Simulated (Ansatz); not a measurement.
Computed with Ansatz on PBE0-D4/def2-TZVP structures; ΔE is electronic, products minus reactants. CCSD(T)/CBS is the MP2 limit (def2-TZVPP, def2-QZVPP) plus CCSD(T) − MP2 in def2-TZVPP, frozen cores. This one scheme is used for every species. Functionals use def2-TZVPP. For Ge outer-core shells are correlated without core-valence functions, which leaves a few kJ/mol of doubt a bond. Scalar relativity is left out up to krypton. Each species was taken in one conformer, which may not be the lowest.

Consider the formal exchange of groups at the Si–N bond: `C[SiH](C)[N]([GeH3])[SiH2]Cl` + `CCl` → `C[SiH](C)CCl` + `Cl[SiH2][NH][GeH3]`.

```tsv
level	ΔE (eV)
PBE0-D4	0.72
ωB97M-V	0.74
HF/CBS(def2)	0.69
MP2/CBS(def2)	0.80
```

(1) What does CCSD(T)/CBS give? (Estimate.)

Largest T1 diagnostic among the species: 0.011.

Results:

(1) The calculation gave: +0.77 eV. The listed levels differ from it by -0.05, -0.03, -0.08, 0.03 eV.

In def2-TZVPP, CCSD(T) changes the Hartree–Fock value by +0.09 eV (the triples alone add +0.02 eV) and MP2 by +0.13 eV. The D4 term adds +0.17 eV with B3LYP and +0.10 eV with PBE0; it sums over pairs of atoms, weighted by their polarisabilities, and B3LYP, whose exchange is more repulsive, gets the larger term.

B3LYP here is the variant with VWN-RPA as its local correlation; programs differ in this.
